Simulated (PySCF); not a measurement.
Q: What does the PBE0-D3(BJ)/def2-SVP structure of `N#C/C=N\[SiH2][SiH3]` look like in three dimensions?

A: 
```
atom  x, y, z in Å
N1     2.1401    1.4605   -1.7844
C2     1.9536    0.8457   -0.8198
C3     1.6977    0.0755    0.3877
N4     0.7492   -0.7461    0.5381
Si5   -0.5508   -1.1911   -0.5718
Si6   -2.4457   -0.0802    0.2526
H7     2.4163    0.2657    1.2052
H8    -0.7020   -2.6698   -0.4689
H9    -0.2726   -0.8113   -1.9944
H10   -2.6426   -0.4193    1.6934
H11   -3.6508   -0.4949   -0.5284
H12   -2.2478    1.3943    0.1103
```

Any rigid rotation of these coordinates is as good. Atoms count from 1 in this order. The 2 C–N bonds span 1.159 Å (N1≡C2, drawn triple) to 1.264 Å (C3=N4, drawn double), a spread of 0.105 Å. Si6 (SiH3 silicon) is tetrahedral (angles from 109.1° to 109.8°). Si5 (SiH2 silicon) is distorted tetrahedral (angles from 104.7° to 113.3°). Of the pairs four or more bonds apart, C2···H9 is among the closest relative to their van der Waals radii: 3.01 Å, 104 % of the sum of Bondi's values.

Bonds between heavy atoms (Å): N1≡C2 1.159, C2–C3 1.455, C3=N4 1.264, N4–Si5 1.766, Si5–Si6 2.346.

Computed with PBE0-D3(BJ)/def2-SVP geometry optimisation, gas phase (PySCF 2.14.0).

Point group: C1 (no symmetry element, even within 0.4 Å). No PBE0-D3(BJ)/def2-SVP frequencies stand behind this structure, so it isn't proved a minimum. One conformer, not necessarily the lowest (C3–N4–Si5–Si6 -104°).
